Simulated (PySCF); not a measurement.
PySCF input for C₁₀H₇N₃, SMILES C1=CC2=NC=CC3=CC=NC(=C1)N32, TDA-PBE/def2-SVP. Coordinates come from a PBE-D3(BJ)/def2-SVP optimisation.

```python
import numpy as np
from pyscf import gto, scf, dft, tdscf

mol = gto.M(
    atom='''
    C     0.00000000   -0.00000046    2.78107770
    C     0.00000000    1.21069842    2.08891306
    C     0.00000000    1.24232043    0.67675651
    N     0.00000000    2.42704539    0.02537978
    C     0.00000000    2.41673874   -1.30881598
    C     0.00000000    1.25416114   -2.07886915
    C     0.00000000    0.00000024   -1.42472102
    C     0.00000000   -1.25416046   -2.07886957
    C     0.00000000   -2.41673830   -1.30881678
    N     0.00000000   -2.42704539    0.02537897
    C     0.00000000   -1.24232067    0.67675609
    C     0.00000000   -1.21069912    2.08891265
    N     0.00000000    0.00000000   -0.01827275
    H     0.00000000   -0.00000064    3.88160395
    H     0.00000000    2.18686201    2.58822264
    H     0.00000000    3.40503554   -1.80382348
    H     0.00000000    1.27781903   -3.17587153
    H     0.00000000   -1.27781799   -3.17587196
    H     0.00000000   -3.40503494   -1.80382461
    H     0.00000000   -2.18686287    2.58822191
    ''',
    basis='def2-SVP',
    charge=0,
    spin=0,
    symmetry=True,
    max_memory=1600,
    verbose=4,
)
mf = dft.RKS(mol, xc='pbe').density_fit(auxbasis='def2-universal-jkfit')
mf.grids.level = 3
mf.conv_tol = 1e-9
mf.max_cycle = 100
mf.kernel()
mf.grids = dft.Grids(mol).set(level=1).build(with_non0tab=True)  # coarser grid for the response kernel
td = tdscf.TDA(mf)
td.singlet = True
td.nstates = 6
td.conv_tol = 1e-4
td.positive_eig_threshold = 1e-6
td.kernel(x0=td.get_init_guess(mf, 11))
td.analyze()
tt = tdscf.TDA(mf)
tt.singlet = False
tt.nstates = 2
tt.conv_tol = 1e-4
tt.positive_eig_threshold = 1e-6
tt.kernel(x0=tt.get_init_guess(mf, 7))
tt.analyze(verbose=3)
```

Output:

```
PySCF version 2.14.0

[INPUT] verbose = 4
[INPUT] num. atoms = 20
[INPUT] num. electrons = 88
[INPUT] charge = 0
[INPUT] spin (= nelec alpha-beta = 2S) = 0
[INPUT] symmetry True subgroup None
[INPUT] Mole.unit = angstrom
[INPUT] Symbol           X                Y                Z      unit          X                Y                Z       unit  Magmom
[INPUT]  1 C      0.000000000000  -0.000000460000   2.781077700000 AA    0.000000000000  -0.000000869274   5.255475184135 Bohr   0.0
[INPUT]  2 C      0.000000000000   1.210698420000   2.088913060000 AA    0.000000000000   2.287888433244   3.947473581427 Bohr   0.0
[INPUT]  3 C      0.000000000000   1.242320430000   0.676756510000 AA    0.000000000000   2.347645371652   1.278884456916 Bohr   0.0
[INPUT]  4 N      0.000000000000   2.427045390000   0.025379780000 AA    0.000000000000   4.586451078988   0.047960833302 Bohr   0.0
[INPUT]  5 C      0.000000000000   2.416738740000  -1.308815980000 AA    0.000000000000   4.566974333226  -2.473303749654 Bohr   0.0
[INPUT]  6 C      0.000000000000   1.254161140000  -2.078869150000 AA    0.000000000000   2.370021070672  -3.928493342307 Bohr   0.0
[INPUT]  7 C      0.000000000000   0.000000240000  -1.424721020000 AA    0.000000000000   0.000000453534  -2.692332531711 Bohr   0.0
[INPUT]  8 C      0.000000000000  -1.254160460000  -2.078869570000 AA    0.000000000000  -2.370019785659  -3.928494135992 Bohr   0.0
[INPUT]  9 C      0.000000000000  -2.416738300000  -1.308816780000 AA    0.000000000000  -4.566973501747  -2.473305261435 Bohr   0.0
[INPUT] 10 N      0.000000000000  -2.427045390000   0.025378970000 AA    0.000000000000  -4.586451078988   0.047959302624 Bohr   0.0
[INPUT] 11 C      0.000000000000  -1.242320670000   0.676756090000 AA    0.000000000000  -2.347645825186   1.278883663232 Bohr   0.0
[INPUT] 12 C      0.000000000000  -1.210699120000   2.088912650000 AA    0.000000000000  -2.287889756052   3.947472806639 Bohr   0.0
[INPUT] 13 N      0.000000000000   0.000000000000  -0.018272750000 AA    0.000000000000   0.000000000000  -0.034530493043 Bohr   0.0
[INPUT] 14 H      0.000000000000  -0.000000640000   3.881603950000 AA    0.000000000000  -0.000001209425   7.335168389530 Bohr   0.0
[INPUT] 15 H      0.000000000000   2.186862010000   2.588222640000 AA    0.000000000000   4.132570271116   4.891031938999 Bohr   0.0
[INPUT] 16 H      0.000000000000   3.405035540000  -1.803823480000 AA    0.000000000000   6.434584615011  -3.408732354260 Bohr   0.0
[INPUT] 17 H      0.000000000000   1.277819030000  -3.175871530000 AA    0.000000000000   2.414728003457  -6.001527398503 Bohr   0.0
[INPUT] 18 H      0.000000000000  -1.277817990000  -3.175871960000 AA    0.000000000000  -2.414726038142  -6.001528211086 Bohr   0.0
[INPUT] 19 H      0.000000000000  -3.405034940000  -1.803824610000 AA    0.000000000000  -6.434583481175  -3.408734489650 Bohr   0.0
[INPUT] 20 H      0.000000000000  -2.186862870000   2.588221910000 AA    0.000000000000  -4.132571896280   4.891030559499 Bohr   0.0

nuclear repulsion = 726.756142197769
point group symmetry = C2v
symmetry origin: [ 0.00000000e+00 -2.14741588e-09 -4.29483055e-10]
symmetry axis x: [1. 0. 0.]
symmetry axis y: [ 0.00000000e+00  1.00000000e+00 -2.55859747e-07]
symmetry axis z: [0.00000000e+00 2.55859747e-07 1.00000000e+00]
num. orbitals of irrep A1 = 86
num. orbitals of irrep A2 = 26
num. orbitals of irrep B1 = 33
num. orbitals of irrep B2 = 72
number of shells = 99
number of NR pGTOs = 361
number of NR cGTOs = 217
basis = def2-SVP
ecp = {}


[settings echo left out]
init E= -550.369575684592
HOMO (A2) = -0.229568809749032  LUMO (B1) = -0.140315902888821  gap/eV = 2.42870
cycle= 1 E= -548.320645429558  delta_E= 2.05  |g|= 0.772  |ddm|=  5.8
HOMO (B1) = -0.123467281881824  LUMO (A2) = -0.103893118238325  gap/eV = 0.53264
cycle= 2 E= -547.159487966643  delta_E= 1.16  |g|= 2.23  |ddm|= 3.76
HOMO (A2) = -0.141166834739851  LUMO (B1) = -0.0747182665522146  gap/eV = 1.80816
cycle= 3 E= -548.447240783335  delta_E= -1.29  |g|= 0.322  |ddm|= 3.22
HOMO (A2) = -0.168277726178651  LUMO (B1) = -0.111560563865268  gap/eV = 1.54335
cycle= 4 E= -548.468799278107  delta_E= -0.0216  |g|= 0.148  |ddm|= 0.512
HOMO (A2) = -0.166501336035604  LUMO (B1) = -0.111704924524691  gap/eV = 1.49109
cycle= 5 E= -548.470817439989  delta_E= -0.00202  |g|= 0.115  |ddm|= 0.318
HOMO (A2) = -0.162639168447621  LUMO (B1) = -0.106254136840277  gap/eV = 1.53431
cycle= 6 E= -548.474874787783  delta_E= -0.00406  |g|= 0.0239  |ddm|= 0.177
HOMO (A2) = -0.162966047652348  LUMO (B1) = -0.106639389260846  gap/eV = 1.53273
cycle= 7 E= -548.474994048954  delta_E= -0.000119  |g|= 0.0122  |ddm|= 0.0413
HOMO (A2) = -0.16306774039828  LUMO (B1) = -0.106741968465901  gap/eV = 1.53270
cycle= 8 E= -548.475033631911  delta_E= -3.96e-05  |g|= 0.00343  |ddm|= 0.0177
HOMO (A2) = -0.163092116762714  LUMO (B1) = -0.106746521621902  gap/eV = 1.53324
cycle= 9 E= -548.475036860425  delta_E= -3.23e-06  |g|= 0.000742  |ddm|= 0.00476
HOMO (A2) = -0.163099846458785  LUMO (B1) = -0.106745632209557  gap/eV = 1.53348
cycle= 10 E= -548.475036961401  delta_E= -1.01e-07  |g|= 0.000388  |ddm|= 0.00113
HOMO (A2) = -0.163088942952375  LUMO (B1) = -0.106740604290678  gap/eV = 1.53332
cycle= 11 E= -548.47503700254  delta_E= -4.11e-08  |g|= 4.97e-05  |ddm|= 0.00048
HOMO (A2) = -0.163092365844057  LUMO (B1) = -0.106739381139093  gap/eV = 1.53344
cycle= 12 E= -548.475037002394  delta_E= 1.46e-10  |g|= 5.6e-05  |ddm|= 9.26e-05
HOMO (A2) = -0.163090790962324  LUMO (B1) = -0.106740784107933  gap/eV = 1.53336
cycle= 13 E= -548.475037003137  delta_E= -7.44e-10  |g|= 3.86e-06  |ddm|= 5.83e-05
HOMO (A2) = -0.16309054630339  LUMO (B1) = -0.10674026422083  gap/eV = 1.53337
Extra cycle  E= -548.475037003121  delta_E= 1.61e-11  |g|= 9.09e-06  |ddm|= 1.56e-05
converged SCF energy = -548.475037003121
tot grids = 84464
Overwritten attributes  positive_eig_threshold  of <class 'pyscf.tdscf.rks.TDA'>


******** <class 'pyscf.tdscf.rks.TDA'> for <class 'pyscf.df.df_jk.DFSymAdaptedRKS'> ********
nstates = 6 singlet
deg_eia_thresh = 1.000e-03
wfnsym = None
conv_tol = 0.0001
eigh lindep = 1e-12
eigh level_shift = 0
eigh max_cycle = 100


Excitation energies (eV)
[1.64738621 3.04422724 3.45300332 3.62786217 3.74455932 4.23052235]

** Singlet excitation energies and oscillator strengths **
Excited State   1:   B2      1.64739 eV    752.61 nm  f=0.0000
      44 -> 45        0.70511
Excited State   2:   A2      3.04423 eV    407.28 nm  f=0.0000
      43 -> 45       -0.70605
Excited State   3:   B2      3.45300 eV    359.06 nm  f=0.0734
      41 -> 45        0.35513
      44 -> 46       -0.59748
Excited State   4:   B1      3.62786 eV    341.76 nm  f=0.0001
      42 -> 45        0.70589
Excited State   5:   A1      3.74456 eV    331.10 nm  f=0.1531
      40 -> 45        0.26869
      44 -> 47       -0.62505
Excited State   6:   A2      4.23052 eV    293.07 nm  f=0.0000
      43 -> 46       -0.70362

** Transition electric dipole moments (AU) **
state          X           Y           Z        Dip. S.      Osc.
  1        -0.0000      0.0278      0.0000      0.0008      0.0000
  2         0.0000     -0.0000      0.0000      0.0000      0.0000
  3         0.0000      0.9317      0.0000      0.8680      0.0734
  4         0.0286      0.0000      0.0000      0.0008      0.0001
  5         0.0000      0.0000     -1.2918      1.6687      0.1531
  6        -0.0000      0.0000      0.0000      0.0000      0.0000

** Transition velocity dipole moments (imaginary part, AU) **
state          X           Y           Z        Dip. S.      Osc.
  1        -0.0000     -0.0128     -0.0000      0.0002      0.0018
  2         0.0000      0.0000      0.0000      0.0000      0.0000
  3         0.0000     -0.1165     -0.0000      0.0136      0.0714
  4         0.0176      0.0000      0.0000      0.0003      0.0015
  5        -0.0000     -0.0000      0.0798      0.0064      0.0309
  6        -0.0000      0.0000      0.0000      0.0000      0.0000

** Transition magnetic dipole moments (imaginary part, AU) **
state          X           Y           Z
  1        -2.4744     -0.0000     -0.0000
  2        -0.0000      0.0000     -0.2079
  3         0.1234     -0.0000      0.0000
  4        -0.0000     -0.1885     -0.0000
  5         0.0000      0.0000     -0.0000
  6        -0.0000     -0.0000      0.5112


******** <class 'pyscf.tdscf.rks.TDA'> for <class 'pyscf.df.df_jk.DFSymAdaptedRKS'> ********
nstates = 2 triplet
deg_eia_thresh = 1.000e-03
wfnsym = None
conv_tol = 0.0001
eigh lindep = 1e-12
eigh level_shift = 0
eigh max_cycle = 100


Excitation energies (eV)
[1.44733654 2.31237343]

** Triplet excitation energies and oscillator strengths **
Excited State   1:   B2      1.44734 eV    856.64 nm  f=0.0000
Excited State   2:   B2      2.31237 eV    536.18 nm  f=0.0000
```

The calculation finished and met its thresholds.
